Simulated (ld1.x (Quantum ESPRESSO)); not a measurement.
# Before and after: RRKJ potential for ruthenium

```
Element                 : ruthenium (Ru)
Generator               : ld1.x (Quantum ESPRESSO) 7.5
Type                    : norm-conserving RRKJ (Kleinman–Bylander form)
Functional              : PBE
Relativity              : scalar-relativistic
Frozen core             : [Ar] 3d10
Valence charge          : 16
Reference configuration : 4s2 4p6 4d7 5s1 5p0
Partial waves           : 4s (bound): rc 1.65 bohr; 4p (bound): rc 1.75 bohr; 4d (bound): rc 1.35 bohr
Local potential         : the d channel
Core correction         : none
rho0                    : 0.001
```

Occupied shells without a wave of their own: 5s. They enter only through the test configuration that unscreens the potential.

Change: core correction a·sin(br)/r model core inside 0.66 bohr (5s counted twice).

Cutoffs: the cutoffs (Ry, on a coarse ladder) from which the occupation-weighted sum of valence levels, in a spherical-Bessel basis at the reference potential, stays within 10 and 1 mRy of its value at 400 Ry; they do not see the model core or the augmentation charge, which bear on the density cutoff. Errors are all-electron minus pseudo energies relative to the spin-unpolarised reference configuration.

**Question.** Predict the effect on cutoff, ghosts and configuration errors.

**Answer.** The potential gets neither clearly harder nor softer (60 Ry and 70 Ry → 60 Ry and 70 Ry); of the 7 tests that both files solve, the error grows in 4 and shrinks in 3 by more than 15 % and 0.3 meV (median size 69.1 → 50.8 meV); neither file shows a bound ghost. In the changed file ld1.x takes every shell without a wave as core, so the model core holds the 5s electrons as well and exchange and correlation see them twice. This cancels in the reference configuration, but the file is broken for other ones, and its errors say nothing about a proper core correction. A model core, the more so a compact one, raises the density cutoff, which this test does not measure.

| quantity | base | changed |
| --- | --- | --- |
| cutoff, loose | 60 Ry | 60 Ry |
| cutoff, tight | 70 Ry | 70 Ry |
| bound ghosts | none | none |
| error for 4s2 4p6 4d7 5s0 5p0, meV [ΔE 7.29 eV] | +56 | -21 |
| error for 4s2 4p6 4d6 5s0 5p0, meV [ΔE 25.48 eV] | +86 | -106 |
| error for 4s2 4p6 4d5 5s0 5p0, meV [ΔE 56.10 eV] | +125 | -198 |
| error for 4s1 4p6 4d7 5s1 5p0, meV [ΔE 82.69 eV] | -5.1 | -37 |
| error for 4s2 4p6 4d7 5s0 5p1, meV [ΔE 3.46 eV] | +69 | +51 |
| error for 4s2 4p6 4d4 5s0 5p0, meV [ΔE 100.61 eV] | +182 | -274 |
| error for 4s2 4p6 4d6 5s1 5p1, meV [ΔE 5.65 eV] | +36 | +17 |
| s: phases at 1.91 bohr within 0.05 rad from the reference energy up to (Ry; the scan ends near 5) | 1.4 | 1.4 |
| p: phases at 1.91 bohr within 0.05 rad from the reference energy up to (Ry; the scan ends near 5) | 1.9 | 1.9 |
| d: phases at 1.91 bohr within 0.05 rad from the reference energy up to (Ry; the scan ends near 5) | to the end of the scan | to the end of the scan |
